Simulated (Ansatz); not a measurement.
Ansatz (a first-principles code) input:

Ansatz 0.2 input:
```yaml
crystal:
  periodic: [false, false, false]
  atoms:
    - {symbol: C, position_ang: [1.94648363, -0.21094909, 0.05212896]}
    - {symbol: C, position_ang: [0.59340743, -0.44803454, -0.30404180]}
    - {symbol: O, position_ang: [0.24700570, -1.33937389, -1.08778195]}
    - {symbol: C, position_ang: [-0.47635748, 0.46391506, 0.33099350]}
    - {symbol: O, position_ang: [-0.14710893, 1.33797494, 1.09831740]}
    - {symbol: C, position_ang: [-1.89632517, 0.18760559, -0.06571630]}
    - {symbol: H, position_ang: [2.71451270, -0.83692188, -0.37981553]}
    - {symbol: H, position_ang: [2.20490600, 0.57919755, 0.74119285]}
    - {symbol: H, position_ang: [-2.00287915, 0.27036074, -1.14923705]}
    - {symbol: H, position_ang: [-2.15917266, -0.84208561, 0.18501585]}
    - {symbol: H, position_ang: [-2.55979157, 0.88541867, 0.43837414]}
basis:
  gaussian:
    orbitals: def2-TZVPD
hamiltonian:
  xc: {name: wB97M-V}
magnetization: {spin_polarized: true, initial_magnetization: 1}
output: {forces: true}
```

Q: What final total energy does it print?

A: -305.83106 Eh (wB97M-V/def2-TZVPD). The basis has 273 functions.

It need not be the lowest isomer of its formula.
